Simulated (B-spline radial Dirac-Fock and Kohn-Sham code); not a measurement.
## Tm 3d5/2: cross section and angular parameters

System: atomic thulium, configuration [Xe] 4f13 6s2; threshold 1468.0 eV (tabulated edge). Method: Dirac-Hartree-Slater photoionisation with a Latter tail; cross sections with all multipoles, angular parameters from the dipole term and its interference with E2. Computed with a radial atomic solver.

Input file task.json (cfg lists n, l and occupation; rrms is the nuclear radius in fm):

```json
{"items": [{
  "Z": 69,
  "q": 0,
  "cfg": [[1, 0, 2], [2, 0, 2], [2, 1, 6], [3, 0, 2], [3, 1, 6], [3, 2, 10], [4, 0, 2], [4, 1, 6], [4, 2, 10], [4, 3, 13], [5, 0, 2], [5, 1, 6], [6, 0, 2]],
  "A": 169,
  "rrms": 5.2256,
  "do": "xps",
  "hv": [56.5, 72.3, 99.8, 100, 112.0, 136.0, 200, 213.0, 368.0, 522.0, 600, 640.0, 1000, 1010.0, 1300.0, 1430.0, 1470.0, 2000, 2440.0, 2920.0, 2984.4, 2990.0, 3110.0, 3680.0, 5360.0, 5970.0, 6160.0, 12000, 12200.0, 15000],
  "edges": {"K": 59390.0, "L1": 10116.0, "L2": 9617.0, "L3": 8648.0, "M1": 2307.0, "M2": 2090.0, "M3": 1885.0, "M4": 1515.0, "M5": 1468.0, "N1": 470.9, "N2": 385.9, "N3": 332.6, "N4": 175.5, "N5": 175.5}
}]}
```

Run with: `python xray2_run.py task.json out`

For linearly polarised light dσ/dΩ = σ/(4π) [1 + β P₂(cos θ) + (δ + γ cos²θ) sin θ cos φ], with θ from the polarisation vector and φ the angle between the beam and the projection of the electron momentum on the plane normal to the polarisation.

```csv
hν (eV),σ (kb),β,γ,δ
2000,408,0.883,-0.177,0.003
2440,239,1.091,-0.082,0.031
2920,144,1.182,0.078,0.051
2984.4,136,1.189,0.100,0.053
2990,135,1.190,0.102,0.053
3110,120,1.200,0.143,0.057
3680,72.9,1.225,0.330,0.074
5360,22.5,1.191,0.783,0.116
5970,15.8,1.166,0.913,0.131
6160,?,?,?,?
12000,1.42,0.925,1.712,0.273
12200,1.34,0.918,1.729,0.278
15000,0.631,0.833,1.937,0.341
```

Question: Give the values at 6160 eV.

Answer: σ = 14.3 kb, β = 1.158, γ = 0.951, δ = 0.135.
